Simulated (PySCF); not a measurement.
Spectrum to structure. Level of theory: PySCF 2.14.0, density-fitted response routines, TDDFT PBE0/def2-SVPD, vertical, gas phase, core orbitals frozen in the response. Geometries: GFN2-xTB, one conformer each.

```csv
state,E (eV),f,"main configurations (H = HOMO, L = LUMO)"
S1,5.34,0.0013,"H→L (57%), H-1→L (31%)"
S2,6.42,0.020,"H→L+1 (59%), H-1→L+1 (20%), H→L (10%)"
S3,6.58,0.036,"H-1→L+1 (71%), H→L (12%), H→L+1 (8%)"
S4,6.60,0.168,"H-1→L (55%), H→L+1 (24%), H→L (16%)"
S5,6.87,0.0039,H-2→L (86%)
S6,7.30,0.030,H→L+2 (87%)
```

Triplets computed (Tamm–Dancoff): 4.79, 4.87 eV.

Task: Which candidate is it? All have the formula C5H11NO2.
A. `COCC(=O)N(C)C`
B. `CNC(=O)CCOC`
C. `CCNC(=O)COC`

Result: A. Its S1, at 5.34 eV, is the lowest among the candidates; the nearest of the others has S1 at 5.79 eV. S1 is HOMO→LUMO (57%), HOMO-1→LUMO (31%). Löwdin shares by element: HOMO oxygen 52%, nitrogen 19%, carbon 8% or more (atoms not listed hold the other 21%); LUMO carbon 35% or more, oxygen 21% or more, nitrogen 11% (atoms not listed hold the other 33%). At the same level the other candidates give, for their lowest levels:
- `CNC(=O)CCOC`: 5.79 eV (f 0.002); 6.55 eV (f 0.009); 6.73 eV (f 0.000); 7.10 eV (f 0.038); 7.20 eV (f 0.083); T1 5.29 eV; HOMO -7.10, LUMO 0.38 eV
- `CCNC(=O)COC`: 5.96 eV (f 0.000); 6.72 eV (f 0.015); 6.88 eV (f 0.004); 7.11 eV (f 0.114); 7.28 eV (f 0.046); T1 5.40 eV; HOMO -7.27, LUMO 0.52 eV

Shape of the structure used: `[CH3:1][O:2][CH2:3][C:4](=[O:5])[N:6]([CH3:7])[CH3:8]`: C1–O2–C3–C4 67°, O2–C3–C4–O5 -122°, C3–C4–N6–C7 177°.
